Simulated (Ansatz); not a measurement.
Born–Oppenheimer molecular dynamics of BClFHO (5 atoms, charge 0, multiplicity 1). It starts from a relaxed structure.

Computed with Ansatz 0.2.0, RKS B3LYP-D4/def2-SVP.

```
ensemble                      : NVE (Milne-controlled integrator)
time step                     : 0.5 fs
steps asked                   : 250
starting velocities drawn for : 400 K
masses                        : H 10 u
seed                          : 108821
```

First frame:

```xyz
5
Properties=species:S:1:pos:R:3
B -0.035 -0.028 0.014
O -0.013 -0.116 1.353
H -0.887 -0.174 1.757
F 1.107 0.058 -0.641
Cl -1.550 -0.021 -0.915
```

Problem. How far do the bonds stretch over the last three quarters of this one trajectory? (Pairs bonded in most of those frames.)

Solution. 
```tsv
bond	mean (Å)	spread (Å)	shortest	longest
B1–O2	1.344	0.011	1.32	1.37
B1–F4	1.323	0.012	1.30	1.35
B1–Cl5	1.783	0.029	1.74	1.84
O2–H3	0.966	0.006	0.95	0.98
```

Mean temperature of the second half: 178 K. The conserved energy stayed within 0.00021 meV per atom of its start (net change -0.0002 meV per atom), so the integration is sound. Over the second half the temperature averaged 0.45 of the 400 K drawn at the start: a run that starts near a minimum puts about half its kinetic energy into the potential. A run of 0.12 ps of so small a system gives no equilibrium averages.

Time of the run: 7.7 min on 1 thread of Arm Neoverse V1, on a shared host, peak memory 0.11 GiB.
